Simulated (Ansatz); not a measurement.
Ansatz results at the PBE0-D4/def2-TZVP geometry: ideal-gas entropy at 298 K and 1 bar (rigid rotor, harmonic PBE0-D4/def2-TZVP) 327 J/(mol·K); size of the dipole moment (B3LYP/def2-TZVPP) 1.65 D; zero-point energy (PBE0-D4/def2-TZVP) 201.6 kJ/mol.

Each molecule was computed in one conformer, which needn't be the lowest.

Question: Which molecule gave them?
A. `C[SiH]O`•
B. `[CH2]C(F)CF`•
C. `[CH3][Ga][Cl]`•
D. `CC[B]S`•

Answer: D. The others give `C[SiH]O`•: 298, 0.50, 152.7; `[CH2]C(F)CF`•: 326, 0.28, 194.5; `[CH3][Ga][Cl]`•: 322, 2.61, 94.7.

B3LYP here is the variant with VWN-RPA as its local correlation; programs differ in this.
